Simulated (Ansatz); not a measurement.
Several settings on one geometry of Si14H22, a nanocrystal with a defect cut from the lattice of silicon (two caps of one atom removed) (that of the charge 0 singlet, PBE-D4/def2-SVP). Ansatz on 2 threads of AMD EPYC 7R13 on a shared host and a share (18 GiB) of an NVIDIA H100 80GB HBM3; times are rough.

Cartesian coordinates in Å:
```
Si -4.106 1.304 0.177
Si 1.432 -4.151 0.077
Si -1.286 -1.492 0.187
Si 1.467 -1.462 3.025
Si 1.491 1.288 0.188
Si -1.309 4.105 0.178
Si 4.152 -1.428 0.076
Si -2.826 -0.230 -1.069
Si -2.918 2.914 1.420
Si -0.115 -2.957 -1.226
Si 2.724 -2.721 1.447
Si 0.228 2.827 -1.068
Si 2.957 0.118 -1.226
Si 0.177 -0.177 1.493
H -5.010 2.038 -0.784
H -4.984 0.521 1.122
H 2.353 -5.004 -0.762
H 0.643 -5.072 0.975
H -2.073 -2.349 1.154
H 2.347 2.076 1.155
H -2.044 5.007 -0.784
H -0.528 4.984 1.123
H 5.005 -2.348 -0.763
H 5.073 -0.638 0.974
H -3.780 -1.203 -1.723
H -2.084 0.485 -2.167
H -3.926 3.920 1.922
H -2.275 2.272 2.620
H -1.094 -3.914 -1.860
H 0.570 -2.186 -2.322
H 3.652 -3.647 2.206
H -0.486 2.084 -2.166
H 1.199 3.783 -1.721
H 2.185 -0.567 -2.322
H 3.912 1.099 -1.861
H -0.725 0.724 2.306
```

Totals from different functionals, basis sets or treatments of relativity can't be compared as stabilities.

The 6-31G sets use Cartesian d functions. HSE06 is defined as in plane-wave codes, on full-range PBE exchange. Correlated methods freeze 70 core orbitals.

The spins typed aren't always the lowest for that charge.

(1) Give the basis size and estimate the energy, ⟨S²⟩, dipole and time of these runs.

| run | method | charge | state | further keys |
| --- | --- | --- | --- | --- |
| 1 | UKS HSE06, rpa/6-31G* | 0 | triplet | scf: {omitted_lower_state_checks: [starts]} |
| 2 | UKS B97/def2-mTZVPP | 0 | singlet | fitting: {mean_field: def2-universal-jkfit}; scf: {lower_state_search: off}; forces asked |
| 3 | RKS ωPBEh/aug-cc-pVDZ | 0 | singlet | fitting: {mean_field: def2-universal-jkfit}; scf: {lower_state_search: full}; forces asked |
| 4 | RKS rPW86-PBE/def2-mTZVP | 0 | singlet | final_grid: {core_spheres: 20, valence_spheres: 16, degree: 47}; scf: {lower_state_search: off}; forces asked |

Results:

(1) 
```tsv
run	functions	energy (Eh)	⟨S²⟩	dipole (D)	wall time
1	310	-4059.5342	2.01	–	10 s
2	488	-4065.6755	0.00	0.41	8.5 s
3	576	-4064.6802	–	0.42	7 s
4	374	-4070.4086	–	0.42	5.5 s
```

The restricted singlet is unstable towards broken spin symmetry in Hartree–Fock (as tested in another run); at RKS ωPBEh/aug-cc-pVDZ, RKS rPW86-PBE/def2-mTZVP this wasn't settled.
